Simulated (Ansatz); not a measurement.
`C[Si](F)([SiH3])Cl` + SiH₄ → `C[Si](F)([SiH3])[SiH3]` + HCl  (formal exchange of groups at the Si–Cl bond)

Gas-phase electronic energies from Ansatz, PBE0-D4/def2-TZVP geometries. CCSD(T)/CBS adds triple-zeta CCSD(T) − MP2 to the extrapolated MP2 energy (def2 sets, frozen cores). This one scheme is used for every species. DFT in def2-TZVPP. B3LYP here is the variant with VWN-RPA as its local correlation; programs differ in this.

```tsv
level	ΔE (kJ/mol)
r2SCAN-D4	115.7
B3LYP-D4	115.5
PBE	103.4
SCS-MP2/def2-TZVPP	125.3
CCSD/def2-TZVPP	116.7
CCSD(T)/def2-TZVPP	114.9
MP2/def2-QZVPP	125.9
CCSD/CBS(def2)	118.4
```

(1) What does CCSD(T)/CBS give? (Best estimate.)

Largest T1 diagnostic among the species: 0.013.

Results:

(1) Computed: +116.6 kJ/mol. The listed levels differ from it by -0.9, -1.1, -13.2, 8.7, 0.1, -1.7, 9.3, 1.8 kJ/mol.

From PBE to PBE0 (25 % exact exchange), in def2-TZVPP and without D4, ΔE moves by +5.6 kJ/mol. In def2-TZVPP, CCSD(T) changes the Hartree–Fock value by −20.8 kJ/mol (the triples alone add −1.8 kJ/mol) and MP2 by −10.9 kJ/mol. The D4 term adds −3.1 kJ/mol with B3LYP and −2.2 kJ/mol with PBE0; it sums over pairs of atoms, weighted by their polarisabilities, and B3LYP, whose exchange is more repulsive, gets the larger term.

CCSD(T)/CBS has its own doubt, a few kJ/mol and more with outer-core shells, so smaller differences from it don't rank the levels.
